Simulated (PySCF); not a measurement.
Method: M06-2X/def2-TZVP // B3LYP-D3(BJ)/def2-TZVP (PySCF 2.14.0). All species are isolated molecules in the gas phase. Excitations are Tamm–Dancoff values on a coarser integration grid. The basis has no diffuse functions, so Rydberg states are missing or too high.

Reference species (SMILES): `NBN` (neutral, multiplicity 1).

| Property | Value |
|---|---|
| HOMO–LUMO gap | 9.92 eV |
| S1 oscillator strength | 0.000 |
| T1 excitation (TDA) | 6.45 eV |
| HOMO | -8.29 eV |

Changed species: `NB(N)N` (0 of 3 NH2 replaced by H; the reference has 1 of 3 NH2 replaced by H).

Problem. Predict the effect on the HOMO–LUMO gap, S1 oscillator strength, T1 excitation (TDA) and HOMO.

Solution. the HOMO–LUMO gap decreases by 0.50 eV, to 9.42 eV; the S1 oscillator strength hardly moves; the T1 excitation (TDA) drops by 0.38 eV, to 6.07 eV; the HOMO rises by 0.25 eV, to -8.04 eV.
